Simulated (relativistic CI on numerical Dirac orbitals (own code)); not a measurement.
**Fe⁴⁺ in a cubic cluster: 1s photoemission with charge transfer**

Computed with a charge-transfer multiplet model of a cubic metal-ligand cluster with up to 2 ligand holes, Slater and spin-orbit integrals from Dirac-Coulomb-Breit ions, Slater integrals scaled by 0.8. The parameters are those of a tetrahedral site (10Dq negative, t2 hopping the larger). The ground state mixes d4 with configurations of k ligand holes L, whose averages lie at kΔ + k(k − 1)U_dd/2; a core hole lowers each added d electron by U_cd. 300 K, Lorentzian 1.1 eV and Gaussian 0.6 eV FWHM.

Atomic integrals in eV (Slater integrals scaled, ζ unscaled), ground: F2dd 10.374, F4dd 6.521, zeta_d 0.064; with the core hole: F2dd 11.650, F4dd 7.350, zeta_d 0.091, G2cd 0.067.

Cluster parameters (eV): U_dd = 7, U_cd = 8, 10Dq = -0.25, 10Dq(ligand) = 0, V(eg) = 1.62, V(t2g) = -2.76, final-state hopping factor = 0.9.

| Case | n_d | d4 | d5L | d6L2 | S |
| --- | --- | --- | --- | --- | --- |
| Δ = 0.3 eV | 4.81 | 0.30 | 0.58 | 0.11 | 2.00 |
| Δ = 1.3 eV | 4.74 | 0.36 | 0.55 | 0.09 | 2.00 |
| Δ = 3.3 eV | 4.58 | 0.48 | 0.46 | 0.06 | 2.00 |

Weights, n_d and S are thermal averages at 300 K. Binding energies count from the first peak over 30 % of the highest in each spectrum, which can be another peak from case to case. The parameters are a model scan and need not match a compound or its usual spin state. Peaks in eV (height, largest 100):
- Δ = 0.3 eV: 0.0 (100), 4.3 (5), 10.8 (10), 13.7 (6)
- Δ = 1.3 eV: 0.0 (100), 4.3 (7), 11.0 (12), 13.6 (6)
- Δ = 3.3 eV: 0.0 (100), 4.4 (10), 11.2 (18)

For the case Δ = 1.3 eV, Δ = 1.3 eV is smaller than U_dd = 7 eV, the charge-transfer side of the Zaanen-Sawatzky-Allen scheme. With the core hole the configuration with one ligand hole lies at Δ − U_cd = -7.7, -6.7, -4.7 eV from the one without, in the order of the table; where this is negative the screened configuration lies lower, though the effective hopping of about 5.0 eV (from the holes of the mixed ground state) mixes the two strongly wherever it is as large as the gap.

With at most 2 ligand holes the space is cut while the next configuration still counts, so covalency is underestimated, and a final configuration with one more ligand hole, which can lie low, is missing from the spectra.
